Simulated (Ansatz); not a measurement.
The cluster Ga2N2, relaxed as a singlet with RKS PBE-D4/def2-SVP in Ansatz, starting from the GFN1-xTB geometry. Force threshold 0.02 eV/Å.

Another isomer (triplet) lies 0.19 eV lower at PBE0-D4/def2-TZVP; other spin states weren't run for this one.

Start:

```tsv
atom	x (Å)	y (Å)	z (Å)
Ga1	-0.3998	-1.0796	-1.6456
Ga2	0.4067	1.0781	1.6444
N3	0.0852	0.5225	-0.3632
N4	-0.0921	-0.5210	0.3644
```

```json
{"step": "1", "energy (eV)": "-107700.6256", "largest force component (eV/Å)": "1.089", "SCF passes": "27"}
{"step": "2", "energy (eV)": "-107700.6739", "largest force component (eV/Å)": "0.630", "SCF passes": "29"}
{"step": "3", "energy (eV)": "-107700.7010", "largest force component (eV/Å)": "0.068", "SCF passes": "29"}
{"step": "4", "energy (eV)": "-107700.7011", "largest force component (eV/Å)": "0.205", "SCF passes": "31"}
{"step": "5", "energy (eV)": "-107700.7015", "largest force component (eV/Å)": "0.003", "SCF passes": "32"}
```

Force components are those of the run's own axes.

End:

Cartesian coordinates in Å:
```
Ga -0.421 -1.125 -1.715
Ga 0.420 1.125 1.715
N 0.086 0.507 -0.354
N -0.086 -0.507 0.354
```

By distances, no bond broke or formed. The bond that changes most is Ga2–N3, from 2.11 to 2.18 Å (atoms count from 1).

No frequencies were taken in this run, so the end may be a saddle point.

It took 8 s on 2 threads of Arm Neoverse V1 on a shared host.
